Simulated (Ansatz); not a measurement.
Born–Oppenheimer molecular dynamics of AlH₇N₂Se (11 atoms, charge 0, multiplicity 1). It starts at the highest image of a converged band. Of that band: The profile has 2 maxima (images 4, 7) with wells between them (image 6): this band takes more than one step, which may be the mechanism or a detour left from its start path. A vibrational analysis at the climbing image gives one clearly imaginary mode, 456i cm⁻¹: a first-order saddle point.

These are results of Ansatz, RKS PBE-D4/def2-SVP, not measurements.

| Quantity | Value |
| --- | --- |
| ensemble | NVE (velocity Verlet) |
| time step | 0.5 fs |
| steps asked | 200 |
| starting velocities drawn for | 100 K |
| seed | 6205 |

First frame:

```xyz
11
Properties=species:S:1:pos:R:3
Al 0.219 -0.190 -0.215
H 0.307 0.763 -1.605
N 1.674 -0.523 0.781
N -1.110 -1.362 -0.454
H -0.054 1.689 -0.751
Se -0.448 2.203 0.773
H 2.034 0.101 1.506
H 2.394 -1.199 0.517
H -1.732 -1.391 -1.263
H -1.405 -2.044 0.248
H -1.879 1.954 0.463
```

Task: How far do the bonds stretch over the last three quarters of this one trajectory? (Pairs bonded in most of those frames.)

Result: 
```csv
bond,mean (Å),spread (Å),shortest,longest
Al1–H2,1.608,0.014,1.59,1.65
Al1–N3,1.824,0.009,1.81,1.84
Al1–N4,1.803,0.008,1.79,1.81
N3–H7,1.025,0.015,1.00,1.05
N3–H8,1.025,0.009,1.01,1.04
N4–H9,1.024,0.010,1.00,1.04
N4–H10,1.024,0.014,1.00,1.05
H5–Se6,1.491,0.010,1.48,1.53
Se6–H11,1.487,0.004,1.48,1.50
```

Mean temperature of the second half: 173 K. The conserved energy stayed within 0.075 meV per atom of its start (net change 0.051 meV per atom), so the integration is sound. The system heated up, since it started high on the potential surface and ran downhill. A run of 0.1 ps of so small a system gives no equilibrium averages. The orbitals stay closed-shell, which can raise the energy where a bond breaks towards radicals; this wasn't checked here.

Time of the run: 7.7 min on 2 threads of Arm Neoverse V1, on a shared host, peak memory 0.15 GiB.
